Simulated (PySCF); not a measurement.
Compound: CH7FN2SSi.
SMILES with atom numbers: `[CH3:1][S:2][Si:3]([NH2:4])([NH2:5])[F:6]` (hydrogens: H7, H8, H9 on C1; H10, H11 on N4; H12, H13 on N5)

Structure used (PBE0-D3(BJ)/def2-SVP), in Å, numbered top down from 1:
```xyz
13
CH7FN2SSi angstrom
C      2.1943   -0.8275   -0.0152
S      0.5173   -1.4626   -0.3578
Si    -0.6698    0.1663    0.3444
N     -2.2457   -0.2548    0.8337
N     -0.7694    1.3601   -0.8665
F      0.0924    0.6887    1.6911
H      2.4866   -0.0504   -0.7351
H      2.2523   -0.4265    1.0047
H      2.8822   -1.6774   -0.1128
H     -2.9863   -0.3293    0.1479
H     -2.4122   -0.8321    1.6488
H     -0.1267    1.3674   -1.6474
H     -1.2128    2.2571   -0.7078
```

The calculation used PBE0-D3(BJ)/def2-SVP geometry optimisation, gas phase in PySCF.

Masses are those of the commonest isotopes; rigid-rotor values at the optimised geometry. The values belong to one conformer with, in the numbering `[CH3:1][S:2][Si:3]([NH2:4])([NH2:5])[F:6]`, C1–S2–Si3–N4 -154°, S2–Si3–N4–H -84° and 67°, S2–Si3–N5–H -16° and -174°.

Question: Give the principal moments of inertia and the rotational constants in GHz.

Answer: Ia = 158.61, Ib = 309.25, Ic = 321.52 u·Å²; 505379 MHz·u·Å²/I gives 3186, 1634 and 1572 MHz, that is A = 3.1863, B = 1.6342, C = 1.5718 GHz.

Question: What kind of rotor is it?

Answer: A near-prolate asymmetric top. Ray's parameter κ = (2B − A − C)/(A − C) = -0.923; −1 is the prolate and +1 the oblate limit.

Question: Is it planar, by Δ = Ic − Ia − Ib?

Answer: Not planar: Δ = Ic − Ia − Ib = -146.34 u·Å². For a rigid frame Δ = −2 Σ m c², so Σ m c² = 73.17 u·Å² lies off the ab plane: 13.95 from hydrogen and 59.22 from heavier atoms. The atom farthest from that plane is 2.39 Å away.

Question: Give the other two planar moments, Paa and Pbb, and the rms extents of the mass along the axes.

Answer: Paa = Σ m a² = (Ib + Ic − Ia)/2 = 236.08 and Pbb = Σ m b² = (Ia + Ic − Ib)/2 = 85.44 u·Å². With the mass M = 126.01 u, the rms extents √(P/M) along a, b and c are 1.37, 0.82, 0.76 Å.

Question: Which types of transition are allowed, and where do some lines up to J = 2 fall?

Answer: The dipole components are |μa| = 0.84 D, |μb| = 0.12 D, |μc| = 1.39 D. The squared components, which scale the intensities, stand as 0.36 : 0.01 : 1.00 (a : b : c). Some of the stronger lines:

```
type  branch         J(Ka,Kc)    MHz  lower level (cm⁻¹)
   c       Q  2(1,2) ← 2(0,2)   1492               0.321
   c       Q  1(1,1) ← 1(0,1)   1552               0.107
   b       Q  1(1,0) ← 1(0,1)   1614               0.107
   b       Q  2(1,1) ← 2(0,2)   1679               0.321
   a       R  1(0,1) ← 0(0,0)   3206               0.000
   c       Q  2(2,1) ← 2(1,1)   4656               0.377
   b       Q  2(2,0) ← 2(1,1)   4658               0.377
   b       R  1(1,1) ← 0(0,0)   4758               0.000
   c       R  1(1,0) ← 0(0,0)   4820               0.000
   b       Q  2(2,1) ← 2(1,2)   4843               0.371
   a       R  2(1,2) ← 1(1,1)   6350               0.159
   a       R  2(0,2) ← 1(0,1)   6410               0.107
   a       R  2(1,1) ← 1(1,0)   6474               0.161
   b       R  2(1,2) ← 1(0,1)   7902               0.107
   c       R  2(1,1) ← 1(0,1)   8089               0.107
   b       R  2(2,1) ← 1(1,0)  11131               0.161
   c       R  2(2,0) ← 1(1,0)  11132               0.161
   c       R  2(2,1) ← 1(1,1)  11193               0.159
   b       R  2(2,0) ← 1(1,1)  11195               0.159
```

Question: Estimate the classical rotational partition function at 100 K, 200 K and 298.15 K.

Answer: Point group C1, symmetry number σ = 1; q = (√π/σ)·√((kT/h)³/(ABC)), k/h = 20836.6 MHz/K: 58900 at 100 K, 167000 at 200 K, 303000 at 298.15 K.

Whether it is a minimum is left open (no frequencies). These are rigid-rotor constants of the computed structure; measured ground-state constants (B0) also hold zero-point vibration. A rigid rotor knows nothing of inversion at nitrogen or internal rotation, which can split or shift real lines. Quadrupole hyperfine structure (14N) is left out.
